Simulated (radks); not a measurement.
The numbers below are computed, except where a source is named.
All-electron atom: Os IV in [Xe] 4f14 5d5 (the NIST ground configuration). Level of theory: scalar-relativistic Kohn-Sham, PBE, spin-polarised, spherical densities, finite nucleus; open shells are filled with parallel spins first (spin-orbit coupling, left out, can overturn this in heavy ions); Fermi nuclear charge, rms radius 5.4126 fm (a radial shooting solver on a logarithmic mesh with Libxc functionals).

X-ray form factor f0, the Fourier transform of the density (f0(0) = 73):

| sin(theta)/lambda (1/angstrom) | f0 (electrons) |
|---|---|
| 0.05 | 72.332 |
| 0.1 | 70.443 |
| 0.15 | 67.634 |
| 0.2 | 64.275 |
| 0.25 | 60.696 |
| 0.3 | 57.139 |
| 0.4 | 50.585 |
| 0.5 | 44.995 |
| 0.6 | 40.260 |
| 0.8 | 32.615 |
| 1 | 26.717 |
| 1.25 | 21.408 |
| 1.5 | 17.985 |
| 2 | 14.173 |
